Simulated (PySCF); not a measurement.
Si(F)(OH)(NH2)2 (FH5N2OSi), SMILES N[Si](F)(N)O. Atoms are numbered in the order given.

```xyz
10

N     -0.9401     1.4125     0.1849
Si    -0.0077     0.0047     0.0126
N      1.6331     0.3881     0.3019
O     -0.7727    -1.1155     0.9712
F      0.0382    -0.6739    -1.4753
H     -0.6249     2.3077    -0.1682
H     -1.9386     1.3759     0.3532
H      2.3776    -0.1300    -0.1512
H      1.9306     0.8017     1.1783
H     -0.6500    -2.0359     0.7122
```
Charge 0, spin multiplicity 1.

The structure is a stationary point at B3LYP-D3(BJ)/def2-SVP. The structure was generated by enumeration, and PubChem lists no compound with its InChIKey, so it may never have been made. Other conformers were not sampled.

Two levels are set side by side: PBE/pcSseg-1 (PySCF) and B3LYP/pcSseg-1 (PySCF). GIAO shifts against CFCl3 (¹⁹F), H2O (¹⁷O), NH3 (¹⁵N), TMS (²⁹Si), TMS (¹H) at the same level; non-relativistic, no solvent, atoms listed together averaged. Differences are taken from unrounded values.

| quantity | B3LYP |
|---|---|
| δ(²⁹Si) of Si2 (ppm) | -53.9 |
| δ(¹⁷O) of O4 (ppm) | 56.5 |
| δ(¹⁹F) of F5 (ppm) | -157.9 |
| δ(¹H) of H10 (ppm) | 1.75 |

**Question.** What does PBE give, and how far is it from B3LYP? (Estimate from the structure and the level; the computed values follow.)

**Answer.** 
```tsv
quantity	PBE	PBE minus B3LYP
δ(²⁹Si) of Si2 (ppm)	-48.0	5.9
δ(¹⁷O) of O4 (ppm)	62.7	6.3
δ(¹⁹F) of F5 (ppm)	-172.4	-14.5
δ(¹H) of H10 (ppm)	1.60	-0.15
```

Rough cost on one machine, each run with all the roots and properties that it gave: B3LYP against PBE within a factor of 2.
